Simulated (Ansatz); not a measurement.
Cost and result for the atomization energy of C2H4SiZn (`C=[C]1[SiH2][Zn]1`) (8 atoms, 8 bonds).

Total charge 0; spin multiplicity 1. For Zn the d shell is correlated and the shells below it are frozen. Scalar relativity is left out up to krypton. All single points use the PBE0-D4/def2-TZVP geometry. Program: Ansatz. All runs use 4 threads of an Arm Neoverse V2 on a shared host. Times are those of one run each, without the atoms' runs, and a repeat can differ threefold. Electronic energies, without spin–orbit coupling; frozen cores. CCSD(T)/CBS adds CCSD(T) − MP2 in def2-TZVPP to the MP2 limit, and its time is that of the two runs behind it. T1 = 0.022; the RHF reference is unstable towards UHF. With those shells the extrapolation isn't a true limit. B3LYP takes the VWN-RPA correlation (the form of Gaussian; ORCA's B3LYP/G).

CCSD(T)/CBS is a level of theory with its own doubt, some kJ/mol a heavy atom from the limit and from the frozen cores, so smaller differences don't rank the functionals.

| level | functions | wall time |
| --- | --- | --- |
| PBE0-D4/def2-TZVPP | 224 | 2.7 s |
| PBE-D4/def2-TZVPP (with forces) | 224 | 2.8 s |
| B3LYP-D4/def2-TZVPP (with forces) | 224 | 4.3 s |
| r2SCAN-D4/def2-TZVPP (with forces) | 224 | 4.4 s |
| B2PLYP/def2-TZVPP | 224 | 5.5 s |
| ωB97X-V/def2-TZVPP | 224 | 7 s |
| ωB97M-V/def2-TZVPP (with forces) | 224 | 10 s |
| MP2/def2-QZVPP | 404 | 21 s |
| CCSD(T)/def2-TZVPP | 224 | 72 s |
| CCSD(T)/CBS(def2) | – | 93 s |

Question: What atomization energy does each give, and how far from CCSD(T)/CBS? (An estimate is asked.)

Answer: Computed: 
```csv
level,atomization (kcal/mol),difference from CCSD(T)/CBS,per bond
PBE0-D4/def2-TZVPP,592.0,5.9,0.7
PBE-D4/def2-TZVPP (with forces),605.8,19.7,2.5
B3LYP-D4/def2-TZVPP (with forces),585.4,-0.7,-0.1
r2SCAN-D4/def2-TZVPP (with forces),595.9,9.8,1.2
B2PLYP/def2-TZVPP,579.3,-6.8,-0.8
ωB97X-V/def2-TZVPP,584.9,-1.2,-0.1
ωB97M-V/def2-TZVPP (with forces),585.1,-1.0,-0.1
MP2/def2-QZVPP,589.2,3.1,0.4
CCSD(T)/def2-TZVPP,570.8,-15.3,-1.9
CCSD(T)/CBS(def2),586.1,0.0,0.0
```

In def2-TZVPP, CCSD(T) changes the Hartree–Fock value by +164.9 kcal/mol (the triples alone add +14.8 kcal/mol) and MP2 by +174.1 kcal/mol; breaking electron pairs costs correlation energy, which Hartree–Fock lacks. The D4 term adds +7.1 kcal/mol with B3LYP and +3.6 kcal/mol with PBE0; it sums over pairs of atoms, weighted by their polarisabilities, and B3LYP, whose exchange is more repulsive, gets the larger term. From PBE to PBE0 (25 % exact exchange), in def2-TZVPP and without D4, the atomization energy moves by −13.1 kcal/mol: exact exchange takes away binding that semilocal exchange gives to molecules.
